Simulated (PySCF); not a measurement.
Computed IR spectrum (relative IR intensity) of a molecule CH6GeO3. Coordinates come from a PBE0-D3(BJ)/def2-SVP optimisation. One conformer was computed; it need not be the lowest. Computed with PBE0-D3(BJ)/def2-SVP (PySCF). Frequencies are harmonic and unscaled.

ν (cm⁻¹): 105 (m), 208 (w), 249 (w), 258 (m), 327 (m), 629 (vw), 718 (m), 729 (s), 797 (w), 891 (vs), 1262 (w), 1427 (vw), 3899 (s) (against the strongest line: vs over 80 %, s over 45 %, m over 15 %, w over 4 %, vw less)

Problem. Which molecule gave these data?
A) O[CH2][GeH]([OH])[OH]
B) [CH3][Ge]([OH])([OH])[OH]
C) C[O][GeH]([OH])[OH]

Solution. B, [CH3][Ge]([OH])([OH])[OH]
